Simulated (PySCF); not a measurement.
# Spin-rotation constants: `C[C](=S)[GeH2][GeH3]`, C2H8Ge2S

Geometry (Å), atoms numbered from 1 in this order:
```xyz
13

C    -1.856   -0.502   -0.819
C    -1.189   -0.617    0.501
S    -1.513   -1.828    1.530
Ge    0.202    0.700    0.968
Ge    2.226    0.299   -0.231
H    -1.100   -0.504   -1.608
H    -2.378    0.456   -0.878
H    -2.563   -1.313   -0.990
H     0.375    0.634    2.459
H    -0.343    2.078    0.660
H     3.365    1.163    0.210
H     2.070    0.552   -1.702
H     2.699   -1.116   -0.117
```

Method used: GIAO PBE/pcSseg-1 magnetisability, rotational g tensor and spin-rotation constants, non-relativistic, gas phase (PySCF 2.14.0). Geometry: GFN2-xTB.

The calculation is non-relativistic, which matters for the atoms heavier than Zn.

Q: Give the nuclear spin-rotation constants along the inertial axes (H = +C I·J) beside the isotropic shieldings.

A: Rotational constants 2.7320, 0.7386, 0.7136 GHz. A star marks the isotopologue with that one atom substituted, in its own axes.
```
atom  isotope  Caa (kHz)  Cbb (kHz)  Ccc (kHz)  mean (kHz)  σ (ppm)
  H6       1H     -0.038     -0.046     -0.061      -0.048     27.8
  H7       1H     -0.327     -0.031      0.000      -0.119     27.9
  H8       1H     -0.024     -0.043     -0.070      -0.046     28.3
  H9       1H     -0.245     -0.034     -0.009      -0.096     27.3
 H10       1H     -0.224     -0.026     -0.010      -0.087     26.4
 H11       1H     -0.025     -0.045     -0.067      -0.046     28.2
 H12       1H     -0.223     -0.051     -0.009      -0.094     28.1
 H13       1H     -0.249     -0.025     -0.030      -0.101     28.3
  C1     13C*      0.629      0.141      0.131       0.300    128.5
  C2     13C*      1.612      0.289      0.569       0.823   -127.8
  S3     33S*      2.636      0.310      0.920       1.289   -872.1
 Ge4    73Ge*     -0.723     -0.203     -0.196      -0.374   1484.3
 Ge5    73Ge*     -0.647     -0.178     -0.176      -0.334   1626.2
```
For the geometry as given, no vibrational averaging.

Q: How do the rotational constants and the g tensor change when H6, H7, H8, H9, H10, H11, H12, H13 are replaced by deuterium?

A: Constants 2.3204, 0.6906, 0.6694 GHz; g -0.0373, -0.0089, -0.0152, against -0.0443, -0.0090, -0.0165 before.
